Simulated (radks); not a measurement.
The numbers below are computed, except where a source is named.
The mean radii <r> (bohr) of the occupied orbitals of an atom or ion are listed with their occupations. Code: a radial shooting solver on a logarithmic mesh with Libxc functionals. Model: scalar-relativistic Kohn-Sham, LDA (Slater exchange, VWN5 correlation), spin-polarised, spherical densities, finite nucleus; Fermi nuclear charge, rms radius of each element as measured or else 0.836 A^(1/3) + 0.57 fm.

orbital  occ.      <r>
1s up       1  0.02248

Name the element and its charge. Open shells, if any, are filled with parallel spins first.

Answer. Z = 62, samarium, charge +61: Sm61+ in 1s1. The 1s radius gives Z: for a bare nucleus <r> = (2 gamma + 1)/(2Z) with gamma = sqrt(1 - (Z/c)^2), 0.02245 bohr for Z = 62, and the self-interaction of the functional makes it slightly larger (0.02248 here). The occupations add up to 1, and the charge is Z minus that.
